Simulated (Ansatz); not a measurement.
Pulling on the Si1–H2 bond in H4Si2 (SMILES [SiH][SiH3]) (multiplicity 1 held, fragments rigid). Energies count from the point at 1.524 Å.
Geometry at that point (charge 0, multiplicity 1):
```xyz
6

Si    -0.00339     1.03724     0.82595
H     -0.44387     1.86151    -0.37737
Si     0.02919    -0.89104    -0.59790
H      0.97945    -0.66055    -1.72119
H     -1.32622    -1.10029    -1.17841
H      0.42941    -2.14745     0.08431
```

Active spaces are followed from a long bond inwards.

Cores are frozen in the correlated methods.

Run with Ansatz (Gaussian orbitals). Values without a source in brackets are computed.

What energy at R = 4.876 Å does FIC-MRCISD+Q on CASSCF(2,2)/cc-pV(D+d)Z give?

73.8 kcal/mol

What energy at R = 4.876 Å does FIC-MRCISD on CASSCF(2,2)/cc-pV(D+d)Z give?

73.2 kcal/mol

Ansatz is an electronic-structure program.
